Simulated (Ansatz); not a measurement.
Ideal-gas functions of CH2OTe (`O=C[TeH]`) at 500 K and 1 bar, from an Ansatz frequency run at PBE0-D4/def2-TZVP.

Molar mass 157.63 g/mol, point group Cs (symmetry number 1), electronic degeneracy 1, moments of inertia 9.559, 162.403, 171.962 u Å². Harmonic wavenumbers (cm⁻¹, unscaled): 277, 283, 517, 703, 857, 1323, 1814, 2157, 2939.

Use S(trans) = R[1.5 ln M + 2.5 ln T − 1.1517]; rotational temperatures θ = 24.2544 K / I; S(rot) = R[ln(√π/σ · √(T³/θAθBθC)) + 1.5]; for each mode x = 1.438777 ν̃/T, S = R[x/(eˣ − 1) − ln(1 − e⁻ˣ)] and H = RT x/(eˣ − 1); 1 cm⁻¹ = 0.0119627 kJ/mol; R = 8.31446 J/(mol·K).

By hand: the entropy, in J/(mol·K).

Translation 182.7. Rotation: θ = 2.5373, 0.1493, 0.141 K, giving 106.9. Vibration, mode by mode: 10.42, 10.25, 5.74, 3.74, 2.64, 0.91, 0.28, 0.12, 0.02, in all 34.1. Electronic 0.0. Sum 323.7 J/(mol·K).

By hand: H − E and G − E in kJ/mol, counted from the electronic energy.

Zero-point energy ½ × 10870 × 0.0119627 = 65.0; thermal vibration 10.0; translation, rotation and pV give 4 RT = 16.6. H − E = 91.6 kJ/mol, and G − E = 91.6 − 500 × 323.7/1000 = -70.2 kJ/mol.

Vibration gives 11 % of the entropy.
